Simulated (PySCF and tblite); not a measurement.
Values are calculated unless marked as measured or tabulated.
## Barrier and rate of a rotation

System: C₉H₈, numbered as in [CH:1]#[C:2]/[CH:3]=[CH:4]/[C:5]([CH3:6])=[CH:7]/[C:8]#[CH:9].

Motion: rotation about the C4–C5 bond (torsion C3–C4–C5–C6 from 0° to 180°, rising). Geometries: GFN2-xTB; energies: BP86/pcSseg-1 + D3(BJ); zero-point and thermal terms from GFN2-xTB harmonic modes (soft modes blended into free rotors). Rate constants are transition-state-theory values, counting equivalent paths, without tunnelling. (PySCF 2.14 with density fitting, tblite 0.8.)

```
 point  symmetry  E(GFN2) kcal/mol  E(DFT) kcal/mol  ZPE change kcal/mol  lowest mode cm⁻¹  dipole D
 start        Cs               0.0              0.0                 0.00                64      0.51
saddle        C1               6.1              9.1                -0.50              123i      0.71
   end        Cs               1.2              3.9                -0.23                42      0.67
```

```json
{
  "Electronic barrier": "9.1 kcal/mol",
  "Barrier with zero-point energy": "8.6 kcal/mol",
  "ΔH‡ (298 K)": "8.3 kcal/mol",
  "ΔS‡ (298 K, symmetry apart)": "-1.4 cal/(mol K)",
  "Paths": "2 equivalent paths",
  "End point": "a different minimum",
  "Mean lifetime of the start against this motion at 298 K": "200 ns",
  "Cost": "2 min on 1 thread of Arm Neoverse V2, shared host (rough), peak memory 0.74 GiB, launched as `OMP_NUM_THREADS=1 python ens_run.py task.json out`"
}
```

```csv
T/K,ΔG‡ kcal/mol,k s⁻¹,ΔG kcal/mol,k back s⁻¹
150,8.6,2.1,3.4,2.1×10⁵
200,8.6,3350,3.4,1.6×10⁷
250,8.7,2.9×10⁵,3.3,2.3×10⁸
298,8.7,5.1×10⁶,3.3,1.3×10⁹
350,8.8,4.7×10⁷,3.2,4.8×10⁹
400,8.9,2.3×10⁸,3.2,1.3×10¹⁰
500,9.1,2.2×10⁹,3.1,5×10¹⁰
```

ΔG and ΔG‡ leave out symmetry numbers and mirror images; rates count paths: 2 out, 2 back.
